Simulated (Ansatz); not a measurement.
Isolated molecules relaxed with PBE0-D4/def2-TZVP in Ansatz; ΔE leaves out vibrations. CBS: MP2 limit from def2 TZ/QZ plus the TZ coupled-cluster correction, frozen cores. Functionals use def2-TZVPP. B3LYP here is the variant with VWN-RPA as its local correlation; programs differ in this. For As outer-core shells are correlated without core-valence functions, which leaves a few kJ/mol of doubt a bond. Scalar relativity is left out up to krypton.

`O=C([SiH3])S[SiH3]` + arsine → `O=C([SiH3])[AsH2]` + `[SiH3]S`  (substitution at a C–S bond)

| level | ΔE (kJ/mol) | difference from CCSD(T)/CBS |
| --- | --- | --- |
| PBE-D4 | 36.8 | 5.5 |
| r2SCAN-D4 | 37.3 | 6.0 |
| PBE0-D4 | 34.9 | 3.6 |
| B3LYP-D4 | 32.9 | 1.6 |
| ωB97X-V | 33.2 | 1.9 |
| ωB97M-V | 33.4 | 2.1 |
| B2PLYP | 31.9 | 0.6 |
| PBE | 34.2 | 2.9 |
| r2SCAN | 36.5 | 5.2 |
| PBE0 | 32.5 | 1.2 |
| B3LYP | 28.8 | -2.5 |
| HF/def2-TZVPP | 23.1 | -8.2 |
| MP2/def2-TZVPP | 34.4 | 3.1 |
| SCS-MP2/def2-TZVPP | 30.5 | -0.8 |
| CCSD/def2-TZVPP | 26.9 | -4.4 |
| CCSD(T)/def2-TZVPP | 30.6 | -0.7 |
| HF/def2-QZVPP | 22.9 | -8.4 |
| MP2/def2-QZVPP | 34.8 | 3.5 |
| SCS-MP2/def2-QZVPP | 30.9 | -0.4 |
| HF/CBS(def2) | 22.9 | -8.4 |
| MP2/CBS(def2) | 35.1 | 3.8 |
| CCSD/CBS(def2) | 27.6 | -3.7 |
| CCSD(T)/CBS | 31.3 | 0 |

Largest T1 diagnostic among the species: 0.017.

The D4 term adds +4.1 kJ/mol with B3LYP and +2.3 kJ/mol with PBE0; it sums over pairs of atoms, weighted by their polarisabilities, and B3LYP, whose exchange is more repulsive, gets the larger term. In def2-TZVPP, CCSD(T) changes the Hartree–Fock value by +7.6 kJ/mol (the triples alone add +3.7 kJ/mol) and MP2 by +11.4 kJ/mol.
